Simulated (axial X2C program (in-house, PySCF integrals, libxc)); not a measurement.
The numbers below are computed, except where a source is named.
# ScN: input and output

Program: an axial X2C code built on PySCF integrals.

The run was started with this input:
```json
{"zs": [21, 7], "q": 0, "bas": ["dyall-cv3z", "dyall-av3z"], "levels": ["PBE0", "HF", "B97-3"], "cc": true, "r0": 1.76, "thr": -1.0, "nmax": 90, "npts": 10, "nst": 2, "ntry": 6}
```
```bash
python so2c.py task.json out
```

Keys: zs atomic numbers; q charge; bas basis sets; levels methods; cc coupled cluster on or off; r0 starting distance in Å; thr threshold in hartree for freezing inner shells (an s shell follows its p shell); nmax most natural virtual spinors; npts points on the curve; nst determinants followed; ntry starts of the search. HF also brings MP2.

Output of the HF step, with spin–orbit coupling, at R = 1.638 Å for the state Ω = 0. It starts from PBE0 orbitals of this distance.

```
two-component X2C + atomic mean field  HF
basis functions 188  fitting functions 976  grid points 5075
iter        total energy     max residual
   1       -817.488993316     1.82e-01
   2       -817.507542157     2.18e-02
   3       -817.510084232     4.43e-02
   4       -817.512369232     3.57e-03
   5       -817.512576307     3.03e-03
   6       -817.512682493     1.33e-03
   7       -817.512762525     4.23e-04
   8       -817.512780769     2.82e-04
   9       -817.512792137     1.38e-04
  10       -817.512793026     4.49e-05
  11       -817.512793201     3.51e-05
  12       -817.512793267     1.91e-05
  13       -817.512793297     8.83e-06
  14       -817.512793302     3.43e-06
  15       -817.512793302     7.77e-07
converged
one-electron -1216.02911007  Coulomb 396.18030667  exact exchange -44.98868523  xc functional 0.00000000  nuclear repulsion 47.49026252  atomic mean-field constant -0.16556719
correlated 8  virtual 302  natural virtual 90  E(MP2) -0.340597718  MP2 remainder -0.007204411
iter   CCSD correlation   residual
   1     -0.271588846   3.04e-01
   2     -0.296597786   1.83e-01
   3     -0.299623474   3.20e-02
   4     -0.300246729   1.57e-02
   5     -0.300510361   4.81e-03
   6     -0.300543112   2.05e-03
   7     -0.300504502   5.82e-04
   8     -0.300506289   2.89e-04
   9     -0.300514346   1.46e-04
  10     -0.300509436   6.50e-05
  11     -0.300510938   2.57e-05
  12     -0.300511087   7.56e-06
  13     -0.300510856   2.99e-06
  14     -0.300510867   1.18e-06
(T) -0.025292166  T1 0.0433  D1 0.0539  max T2 0.070
```
Energies are in hartree; totals compare only within one Hamiltonian and basis. T1 is large, a sign of multireference character or of a spin-contaminated reference. T1 in the output is the amplitude norm over the root of the electron number; divide by √2 for the Lee–Taylor value.
